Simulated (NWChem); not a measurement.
Ionisation of C3H2F3

```xyz
8

C      0.6026    -2.1270     0.0000
C      0.7959    -0.8314     0.0000
C     -0.0547     0.3791     0.0000
F      0.1730     1.1315    -1.0762
F      0.1730     1.1315     1.0762
F     -1.3554     0.0547     0.0000
H      1.4368    -2.8373     0.0000
H     -0.4150    -2.5459     0.0000
```
Charge 0, spin multiplicity 2.

All runs are NWChem calculations. All single points use one geometry, from UPBE0/def2-SVP, a minimum by its harmonic frequencies.

Basis set: def2-TZVP. The species with one electron less has spin multiplicity 1 and keeps the geometry of the parent. Δ marks differences of total energies (open shells unrestricted). −ε marks an orbital energy of the parent. That orbital need not have the symmetry of the hole or added electron in the Δ rows. That singlet is a closed-shell solution.

B3LYP has NWChem's definition, with VWN1-RPA local correlation. The structure started from a generated list of species. The unpaired electrons of the parent sit in orbitals of symmetry a' (Cs labels of the run); other states weren't searched. The stability of the SCF solutions was not checked.

Order these methods by the first vertical ionisation energy they give, lowest first: −ε(alpha HOMO) of PBE, −ε(alpha HOMO) of B3LYP, ΔCAM-B3LYP, G0W0@PBE0, ΔPBE.

−ε(alpha HOMO) of PBE (6.40 eV), −ε(alpha HOMO) of B3LYP (7.69 eV), ΔPBE (10.11 eV), G0W0@PBE0 (10.25 eV), ΔCAM-B3LYP (10.54 eV)
